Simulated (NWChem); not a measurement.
System meant: PtF₆, triplet; SMILES [F][Pt]([F])([F])([F])([F])[F]

Here is an NWChem input.

```
start job
memory heap 200 mb stack 900 mb global 1100 mb
geometry units angstroms noautoz
  Pt     0.000000     0.000000     0.000000
  F      1.582414     0.847497    -0.403751
  F      0.901371    -1.121755     1.181845
  F      0.299750    -1.213655    -1.380115
  F     -0.299750     1.213655     1.380115
  F     -0.901371     1.121755    -1.181845
  F     -1.582414    -0.847497     0.403751
end
basis spherical
  Pt library def2-svp
  F library def2-svp
end
ecp
  Pt library def2-ecp
end
dft
  odft
  mult 4
  xc pbe0
  iterations 150
  mulliken
end
task dft energy
```

End of the output:

```
 ==============================================================================
                                 internuclear angles
 ------------------------------------------------------------------------------
        center 1       |       center 2       |       center 3       |  degrees
 ------------------------------------------------------------------------------
    2 F                |   1 Pt               |   3 F                |    90.03
    2 F                |   1 Pt               |   4 F                |    89.95
    2 F                |   1 Pt               |   5 F                |    90.05
    2 F                |   1 Pt               |   6 F                |    89.97
    2 F                |   1 Pt               |   7 F                |   180.00
    3 F                |   1 Pt               |   4 F                |    89.99
    3 F                |   1 Pt               |   5 F                |    90.01
    3 F                |   1 Pt               |   6 F                |   180.00
    3 F                |   1 Pt               |   7 F                |    89.97
    4 F                |   1 Pt               |   5 F                |   180.00
    4 F                |   1 Pt               |   6 F                |    90.01
    4 F                |   1 Pt               |   7 F                |    90.05
    5 F                |   1 Pt               |   6 F                |    89.99
    5 F                |   1 Pt               |   7 F                |    89.95
    6 F                |   1 Pt               |   7 F                |    90.03
 ------------------------------------------------------------------------------
                            number of included internuclear angles:         15
 ==============================================================================

 Summary of "ao basis" -> "" (spherical)
 ------------------------------------------------------------------------------
       Tag                 Description            Shells   Functions and Types
 ---------------- ------------------------------  ------  ---------------------
 Pt                         def2-svp                12       32   6s3p2d1f
 F                          def2-svp                 6       14   3s2p1d

                                 NWChem DFT Module
                                 -----------------

 Summary of "ao basis" -> "ao basis" (spherical)
 ------------------------------------------------------------------------------
       Tag                 Description            Shells   Functions and Types
 ---------------- ------------------------------  ------  ---------------------
 Pt                         def2-svp                12       32   6s3p2d1f
 F                          def2-svp                 6       14   3s2p1d

      Symmetry analysis of basis
      --------------------------

        ag         58
        au         58

  number of electrons :                   72
  multiplicity        :                    4
 ------------------------------------------------------------------------
  no. of electrons and multiplicity not compatible                  72
 ------------------------------------------------------------------------
 ------------------------------------------------------------------------
  current input line :
    26: task dft energy
 ------------------------------------------------------------------------
 ------------------------------------------------------------------------
 There is an error in the input file
 ------------------------------------------------------------------------
 For more information see the NWChem manual at https://nwchemgit.github.io

0: no. of electrons and multiplicity not compatible:Received an Error in Communication
```

Can this run be used? If not, why, and what is the fix?

The input was rejected before any calculation. Cause: the multiplicity doesn't fit the number of electrons (an even count wants an odd multiplicity, and the reverse). This input runs:
```
start job
memory heap 200 mb stack 900 mb global 1100 mb
geometry units angstroms noautoz
  Pt     0.000000     0.000000     0.000000
  F      1.582414     0.847497    -0.403751
  F      0.901371    -1.121755     1.181845
  F      0.299750    -1.213655    -1.380115
  F     -0.299750     1.213655     1.380115
  F     -0.901371     1.121755    -1.181845
  F     -1.582414    -0.847497     0.403751
end
basis spherical
  * library def2-svp
end
ecp
  Pt library def2-ecp
end
dft
  odft
  mult 3
  xc pbe0
  iterations 150
  mulliken
end
task dft energy
```
It converges to -717.13839 Ha (PBE0/def2-SVP with def2 effective core potentials on Pt, spin-unrestricted).
